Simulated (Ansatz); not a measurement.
```xyz
18

C     0.0000    0.7050    0.0000
C    -1.3410    1.1407    0.0000
C    -2.1698    0.0000    0.0000
C    -1.3410   -1.1407    0.0000
C     0.0000   -0.7050    0.0000
C     1.1024    1.5841    0.0000
C     2.4770    1.2704    0.0000
C     3.0888    0.0000    0.0000
C     2.4770   -1.2704    0.0000
C     1.1024   -1.5841    0.0000
H    -1.6763    2.1726    0.0000
H    -3.2548    0.0000    0.0000
H    -1.6763   -2.1726    0.0000
H     0.8609    2.6419    0.0000
H     3.1535    2.1187    0.0000
H     4.1738    0.0000    0.0000
H     3.1535   -2.1187    0.0000
H     0.8609   -2.6419    0.0000
```

Basis set: def2-SVP. Charge 0. Computed with Ansatz (development build ahead of 0.2.0); the lowest solution found for each multiplicity.

(1) How do the multiplicities compare at this shape? Give, from the lowest of each method, PBE0 (unrestricted) for 1, 3; PBE0 (restricted) for 1, 3; HF (restricted) for 1, 3; HF (unrestricted) for 1, 3.

Answers

(1)

```
            method  multiplicity  E (eV)  <S²>
PBE0, unrestricted             1   0.000  0.00
PBE0, unrestricted             3   1.669  2.01
  PBE0, restricted             1   0.000  0.00
  PBE0, restricted             3   1.743  2.00
    HF, restricted             1   0.000  0.00
    HF, restricted             3   1.496  2.00
  HF, unrestricted             1   0.000  1.51
  HF, unrestricted             3   1.575  2.65
```

Caution for HF, restricted: an unrestricted determinant lies well below. Caution for HF, unrestricted: the unrestricted determinant is a mixture of spin states.
